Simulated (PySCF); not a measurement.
# Computed NMR parameters against published values

Geometry (Å), atoms numbered from 1 in this order:
```xyz
15

O     2.739   -0.936   -0.288
N     2.054    0.100    0.333
C     0.674    0.098    0.114
C    -0.013   -1.072   -0.231
C    -1.398   -1.047   -0.368
C    -2.119    0.128   -0.165
C    -1.431    1.294    0.173
C    -0.047    1.286    0.310
H     3.111   -1.442    0.444
H     2.492    0.979    0.068
H     0.555   -1.986   -0.404
H    -1.921   -1.967   -0.643
H    -3.205    0.139   -0.275
H    -1.977    2.228    0.330
H     0.484    2.204    0.578
```

Published estimates (parent shift plus substituent increments) and measurements: δ ¹³C C5/C7 126.3; C6 123.2; C4/C8 115.4 ppm (estimated from measurements, as parent shift plus tabulated substituent increment; solution, not stated per compound (mostly CDCl3 or CCl4); Pretsch, Buehlmann, Badertscher, Structure Determination of Organic Compounds, 4th ed. (2009)).

[PySCF: shieldings: GIAO B97-2/pcSseg-1; PBE0-D3(BJ)/def2-SVP structure; in vacuum; single conformer; relativity neglected; fast rotation and ring inversion assumed for equivalent nuclei]

Task: How close does the calculation come?

Result: 
Reference values: estimated from measurements, as parent shift plus tabulated substituent increment (solution, not stated per compound (mostly CDCl3 or CCl4); Pretsch, Buehlmann, Badertscher, Structure Determination of Organic Compounds, 4th ed. (2009)).
| atoms | quantity | reference | computed | computed, scaled |
| --- | --- | --- | --- | --- |
| C5/C7 | δ ¹³C | 126.3 | 131.5 | 129.8 |
| C6 | δ ¹³C | 123.2 | 121.8 | 120.1 |
| C4/C8 | δ ¹³C | 115.4 | 112.2 | 110.5 |

Computed shifts are σ(ref) − σ with the named reference compound (TMS for H and C) calculated as an isolated molecule at the same level. The measured values may be among those fitted. Empirical linear scaling, fitted to shifts measured mostly in CDCl3 for H and C (δ vs TMS): ¹³C: δ = 181.80 − 0.997σ (rms 1.9 ppm, 49 shifts). Occasional misses reach two or three times the rms, and more in compound classes unlike the fitted ones.

Task: How far are the unscaled ¹³C shifts from the references?

Result: Mean signed difference +0.20 ppm, mean absolute 3.27 ppm over 3 comparisons; the largest is +5.2 ppm at C5/C7 (aromatic CH).

3 of the 6 published NMR values on file for this molecule are compared.
